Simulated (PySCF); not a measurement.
# GeO and its ions

PBE0; Ge cc-pVTZ-PP with ECP10, O cc-pVTZ; scalar-relativistic core potentials (PySCF 2.14). Neutral (UKS): singlet (closed shell), Re = 1.619 Å, ωe = 1030 cm⁻¹, De = 6.57 eV, HOMO -8.46 eV, LUMO -1.94 eV.

GeO⁺ (UKS): doublet (π ↑), Re = 1.771 Å, ωe = 748 cm⁻¹, De = 3.79 eV to Ge⁺ + O. The energies at the minima are -369.74681 hartree for GeO and -369.35464 for GeO⁺.

Problem. Work out the adiabatic ionisation energy, without and with harmonic zero-point energies (1 hartree = 27.2114 eV, 1 eV = 8065.5 cm⁻¹), and the change of the bond length.

Solution. At PBE0: 0.39217 hartree = 10.671 eV between the minima; the zero-point term (748.0 − 1030.0)/2 cm⁻¹ = -0.017 eV makes it 10.654 eV. Re changes by +15.2 pm against the neutral. Minus the HOMO energy is 8.46 eV, -2.21 eV from the value between the minima; self-interaction puts the Kohn–Sham level too high, less so with exact exchange. The electron leaves a π orbital; in so polar a molecule the change of length follows mostly from the change of the ionic charges.

Spin–orbit coupling is left out. For an ion De counts to the pair picked by the measured ionisation energies or electron affinities, which need not be the lowest pair at this level. States were picked by a PBE0 search and need not be the measured ground states.
